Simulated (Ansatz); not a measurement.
Relaxation of Cu₃F₄ with UKS r2SCAN-D4/def2-SVP.

```sh
$ ansatz run in.yaml --threads 4 --pin off --events-out ev --progress --plain --max-ram 4787MiB
```

```yaml
crystal:
  periodic: [false, false, false]
  atoms:
    - {symbol: Cu, position_ang: [-0.518410, -0.706990, -1.468670]}
    - {symbol: Cu, position_ang: [1.276780, 0.150440, -0.105290]}
    - {symbol: Cu, position_ang: [-1.058690, 0.145340, 0.721560]}
    - {symbol: F, position_ang: [-2.008950, 0.323410, -0.844840]}
    - {symbol: F, position_ang: [1.456460, 1.666020, 0.660010]}
    - {symbol: F, position_ang: [1.281730, -1.315670, -1.218260]}
    - {symbol: F, position_ang: [-0.428920, -0.262550, 2.255480]}
basis:
  gaussian: {orbitals: def2-SVP}
magnetization: {spin_polarized: true, initial_magnetization: 1}
hamiltonian: {xc: r2scan, dispersion: d4}
scf: {lower_state_search: "off"}
output: {orbitals: {seedname: orbitals}}
relax: {f_tol: 0.02, max_steps: 100}
```

Hardware: 4 threads of Arm Neoverse V2 on a shared host. Wall time 74 s.

Positions (Å) and forces (eV/Å) at steps 1, 2, 3, 4, 5, 6, 7, 8, 9 of 9:

```xyz
7
step=1 energy=-144760.7931 eV
Cu   -0.518   -0.707   -1.469   -0.014   -0.023   -0.049
Cu    1.277    0.150   -0.105    0.242   -0.434    0.101
Cu   -1.059    0.145    0.722   -0.251    0.421   -0.125
F    -2.009    0.323   -0.845    0.211   -0.279   -0.508
F     1.456    1.666    0.660   -0.145    0.615    0.376
F     1.282   -1.316   -1.218   -0.508   -0.125   -0.327
F    -0.429   -0.263    2.255    0.464   -0.174    0.532
7
step=2 energy=-144760.9548 eV
Cu   -0.517   -0.705   -1.464    0.023    0.028    0.060
Cu    1.297    0.081   -0.039   -0.027   -0.231    0.188
Cu   -1.059    0.244    0.714    0.067    0.276   -0.082
F    -1.998    0.332   -0.880    0.061   -0.147   -0.339
F     1.275    1.635    0.723   -0.160    0.369    0.160
F     1.257   -1.344   -1.222   -0.265   -0.128   -0.235
F    -0.255   -0.244    2.168    0.301   -0.167    0.248
7
step=3 energy=-144761.0739 eV
Cu   -0.513   -0.699   -1.452    0.033    0.047    0.096
Cu    1.297    0.034    0.030   -0.196   -0.067    0.312
Cu   -1.034    0.324    0.714    0.304    0.218   -0.005
F    -1.967    0.375   -0.927    0.024   -0.072   -0.004
F     1.082    1.643    0.749   -0.132    0.028   -0.213
F     1.217   -1.398   -1.198   -0.038    0.050   -0.042
F    -0.083   -0.279    2.085    0.005   -0.203   -0.145
7
step=4 energy=-144761.2323 eV
Cu   -0.500   -0.683   -1.418    0.030    0.042    0.086
Cu    1.290   -0.018    0.127   -0.124   -0.003    0.339
Cu   -0.990    0.426    0.719    0.278    0.210    0.096
F    -1.937    0.424   -0.935   -0.024   -0.021    0.016
F     0.907    1.673    0.677   -0.201   -0.125   -0.219
F     1.201   -1.428   -1.152    0.023    0.019   -0.020
F     0.030   -0.394    1.982    0.018   -0.122   -0.299
7
step=5 energy=-144761.3466 eV
Cu   -0.484   -0.660   -1.371    0.007    0.011    0.021
Cu    1.292   -0.046    0.202    0.097   -0.120    0.230
Cu   -0.960    0.498    0.736    0.008    0.265    0.073
F    -1.920    0.465   -0.917   -0.037   -0.063   -0.071
F     0.792    1.692    0.571   -0.181   -0.055   -0.015
F     1.207   -1.439   -1.105   -0.023   -0.018   -0.097
F     0.074   -0.510    1.884    0.129   -0.019   -0.142
7
step=6 energy=-144761.3880 eV
Cu   -0.469   -0.640   -1.330   -0.019   -0.025   -0.053
Cu    1.305   -0.101    0.287    0.291   -0.084   -0.108
Cu   -0.941    0.597    0.744   -0.315    0.053    0.037
F    -1.933    0.461   -0.915    0.056   -0.112    0.014
F     0.700    1.681    0.522    0.170    0.122   -0.017
F     1.217   -1.437   -1.113   -0.067    0.098   -0.044
F     0.122   -0.561    1.805   -0.116   -0.052    0.171
7
step=7 energy=-144761.3907 eV
Cu   -0.469   -0.640   -1.329    0.000   -0.003   -0.004
Cu    1.316   -0.187    0.355   -0.166    0.203    0.088
Cu   -0.936    0.705    0.721    0.232   -0.115    0.103
F    -1.988    0.344   -0.874    0.018    0.034    0.006
F     0.788    1.672    0.498   -0.096   -0.334    0.041
F     1.254   -1.345   -1.205   -0.004   -0.013    0.037
F     0.035   -0.550    1.834    0.016    0.226   -0.270
7
step=8 energy=-144761.4042 eV
Cu   -0.473   -0.645   -1.339    0.015    0.019    0.041
Cu    1.323   -0.126    0.304   -0.056   -0.045    0.004
Cu   -0.953    0.630    0.743    0.036    0.019   -0.059
F    -1.956    0.407   -0.902    0.010   -0.011    0.009
F     0.754    1.665    0.527   -0.021    0.049   -0.013
F     1.229   -1.398   -1.157   -0.007    0.016    0.002
F     0.076   -0.533    1.824    0.023   -0.047    0.017
7
step=9 energy=-144761.4055 eV
Cu   -0.471   -0.642   -1.333   -0.001   -0.001   -0.002
Cu    1.318   -0.140    0.317   -0.005    0.016    0.007
Cu   -0.946    0.647    0.737    0.012   -0.007    0.013
F    -1.960    0.395   -0.896   -0.019    0.009   -0.006
F     0.755    1.667    0.518    0.003   -0.008    0.000
F     1.233   -1.387   -1.164    0.015   -0.015   -0.007
F     0.071   -0.541    1.822   -0.005    0.006   -0.005
```

The structure comes from a short search, and lower isomers may exist.
